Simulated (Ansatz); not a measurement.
Stepwise reaction of `[OH][Ga]([SH])[SH]` with hydrogen, as a gas-phase model of exchange steps in deposition or etching. ΔE in kJ/mol; ΔG adds harmonic PBE0-D4 terms to CCSD(T)/CBS, at 1 bar.

Computed with Ansatz on PBE0-D4/def2-TZVP structures; ΔE is electronic, products minus reactants. CCSD(T)/CBS adds triple-zeta CCSD(T) − MP2 to the extrapolated MP2 energy (def2 sets, frozen cores). This one scheme is used for every species. DFT in def2-TZVPP. B3LYP here is the variant with VWN-RPA as its local correlation; programs differ in this. For Ga outer-core shells are correlated without core-valence functions, which leaves a few kJ/mol of doubt a bond. Scalar relativity is left out up to krypton. Each species was taken in one conformer, which may not be the lowest.

```json
{"step": "1", "reaction": "`[OH][Ga]([SH])[SH]` + H₂ → `[OH][GaH][SH]` + H₂S", "PBE-D4": "67.3", "B3LYP-D4": "64.7", "ωB97M-V": "61.6", "CCSD(T)/CBS": "67.4", "ΔG(500 K)": "58.6"}
{"step": "2", "reaction": "`[OH][GaH][SH]` + H₂ → `[OH][GaH2]` + H₂S", "PBE-D4": "78.7", "B3LYP-D4": "75.0", "ωB97M-V": "73.1", "CCSD(T)/CBS": "78.9", "ΔG(500 K)": "67.8"}
```

By hand: ΔE of the 2 steps together at CCSD(T)/CBS.

(67.4) + (78.9) = 146.3 kJ/mol, or 73.2 kJ/mol a step.

In ΔE each step is higher than the one before. All are uphill at CCSD(T)/CBS. ΔG lies between 58.6 and 67.8 kJ/mol a step. PBE-D4 differs from CCSD(T)/CBS by -0.2 to -0.1 kJ/mol a step. Isolated molecules leave out the surface, adducts and barriers. Largest T1 diagnostic: 0.015.
